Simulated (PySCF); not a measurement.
Level of theory: PBE-D3(BJ)/def2-TZVP in PySCF. All species are isolated molecules in the gas phase. One relaxed conformer stands for a flexible species; it need not be the lowest. Excitations are Tamm–Dancoff values on a coarser integration grid. The basis has no diffuse functions, so Rydberg states are missing or too high.

Reference species (SMILES): `[F][In]([F])[F]` (neutral, multiplicity 1).

The S1 excitation (TDA) is 4.85 eV and the HOMO comes out as -9.19 eV. The S1 oscillator strength comes out as 0.000.

Changed species: `[SH][In]([SH])[SH]` (3 of 3 F replaced by SH; the reference has 0 of 3 F replaced by SH).

Problem. Predict the effect on the S1 excitation (TDA), HOMO and S1 oscillator strength.

Solution. the S1 excitation (TDA) falls by 1.07 eV, to 3.78 eV; the HOMO rises by 2.80 eV, to -6.39 eV; the S1 oscillator strength hardly moves.
